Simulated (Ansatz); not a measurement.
This geometry of C2H4Zn (7 atoms, charge 0, multiplicity 1) is a first-order saddle point.

The calculation used RKS B3LYP-D4/def2-SVP in Ansatz.

```xyz
7
Properties=species:S:1:pos:R:3
C -0.617 0.316 -0.359
C 0.515 -0.112 0.373
Zn 1.229 -2.338 0.669
H -1.618 -0.022 -0.054
H -0.594 0.849 -1.328
H -0.272 0.895 0.732
H 1.418 0.344 -0.078
```

Which two structures does it join? (They come from a converged band through this point; their orientation in space is the band's.)

Bonds broken: C2–H6. Bonds formed: C1–H6, C2–Zn3. C2H4 + Zn becomes C2H4Zn.

Image 0:

```xyz
7
Properties=species:S:1:pos:R:3
C -0.746 0.459 -0.546
C 0.311 0.417 0.266
Zn 1.362 -2.701 0.793
H -1.769 0.401 -0.162
H -0.634 0.544 -1.632
H 0.201 0.335 1.352
H 1.335 0.476 -0.116
```

Image 8:

```xyz
7
Properties=species:S:1:pos:R:3
C -0.542 0.371 -0.128
C 0.652 -0.232 0.548
Zn 0.974 -2.230 0.252
H -1.497 -0.116 0.130
H -0.503 0.516 -1.226
H -0.586 1.402 0.290
H 1.563 0.220 0.088
```

How far does it lie above each of them?

3.14 eV above the first and 0.71 eV above the second. This is the barrier of this one path; another mechanism may lie lower. The orbitals stay closed-shell, which can raise the energy where a bond breaks towards radicals; this wasn't checked here.

The run took 4.2 min on 1 thread of Arm Neoverse V2, with other jobs on the host, peak memory 0.17 GiB.
